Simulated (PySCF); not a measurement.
Ta(S)(F)2(OH) (F₂HOSTa), SMILES [F][Ta]([F])([OH])=[S], multiplicity 1. Atoms are numbered in the order given.

```xyz
6

Ta    -0.0121     0.1644     0.0000
S     -0.0254    -1.9929     0.0000
F     -0.8640     0.7630    -1.5585
F     -0.8640     0.7630     1.5585
O      1.7747     0.7290     0.0000
H      2.6466     0.3212     0.0000
```
Charge 0, spin multiplicity 1.

Coordinates come from a PBE0-D3(BJ)/def2-SVP optimisation. The multiplicity is an assumed one; other spin states were not compared. The def2 effective core potentials stand for the cores of Ta; spin–orbit coupling is left out. The values are those of a single conformer.

All values below come from PySCF with PBE/def2-TZVP.

ESP charges are fitted to the potential on shells at 1.4 to 2.0 van der Waals radii. Atomic charges (e):

| atom | ESP fit | Löwdin | Mulliken |
|---|---|---|---|
| Ta1 | 1.04 | 0.38 | 1.26 |
| S2 | -0.39 | [?] | -0.37 |
| F3 | -0.25 | [?] | -0.34 |
| F4 | -0.25 | [?] | -0.34 |
| O5 | -0.53 | -0.23 | -0.57 |
| H6 | 0.38 | [?] | 0.35 |

Problem. Some entries are withheld; supply them. (The exact figures need the calculation; the answer reports its results.)

Solution. 
- S2, Löwdin: 0.04
- F3, Löwdin: -0.18
- F4, Löwdin: -0.18
- H6, Löwdin: 0.18
